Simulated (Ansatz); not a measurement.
`B[SiH2][SiH2]O` + H₂ → `O[SiH2][SiH3]` + BH₃ at 298.15 K and 1 bar (hydrogenolysis of the Si–B bond).

Calculated with Ansatz (gas phase, PBE0-D4/def2-TZVP geometries, no zero-point term in ΔE). CBS: MP2 limit from def2 TZ/QZ plus the TZ coupled-cluster correction, frozen cores. This one scheme is used for every species. Each species was taken in one conformer, which may not be the lowest.

| species | CCSD(T)/CBS energy (Eh) | H − E (kJ/mol) | S (J/(mol·K)) |
| --- | --- | --- | --- |
| `B[SiH2][SiH2]O` | -682.33401 | 202.2 | 363.7 |
| H₂ | -1.17544 | 35.1 | 130.4 |
| `O[SiH2][SiH3]` | -656.96789 | 164.6 | 321.1 |
| BH₃ | -26.55200 | 78.7 | 188.3 |

H − E and S are ideal-gas, rigid-rotor, harmonic terms from PBE0-D4/def2-TZVP, for one conformer and one mirror image of each species. The MP2-based limit puts H₂ 0.8 mEh under its directly extrapolated value; such offsets cancel only in part. 1 Eh = 2625.50 kJ/mol, R = 8.31446 J/(mol·K).

Question: By hand: ΔE, ΔH, ΔS and ΔG.

Answer: ΔE = (-656.96789) + (-26.55200) − (-682.33401) − (-1.17544) = -0.01044 Eh = -27.4 kJ/mol. Δ(H − E) = 164.6 + 78.7 − 202.2 − 35.1 = 6.0, so ΔH = -21.4 kJ/mol. ΔS = 321.1 + 188.3 − 363.7 − 130.4 = 15.3 J/(mol·K). ΔG = -21.4 − 298.15 × (15.3)/1000 = -26.0 kJ/mol.

Question: By hand: the equilibrium constant, and the temperature at which ΔG would vanish if ΔH and ΔS stayed fixed.

Answer: log₁₀ K = −ΔG/(RT ln 10) = 4.6. ΔH and −TΔS have one sign here, so there is no such temperature.

ΔH outweighs TΔS. A doubt of 5 kJ/mol in ΔE shifts log₁₀ K by 0.9 here. Other conformers and mirror images would add mixing entropy, several J/(mol·K) or more a flexible species. Modes under 60 cm⁻¹, often nearly free rotors, make the harmonic entropy too high. These are equilibria of isolated gas molecules and say nothing of rates. Largest T1 diagnostic: 0.014 (customary marks: 0.02 for closed shells, 0.045 for open ones).
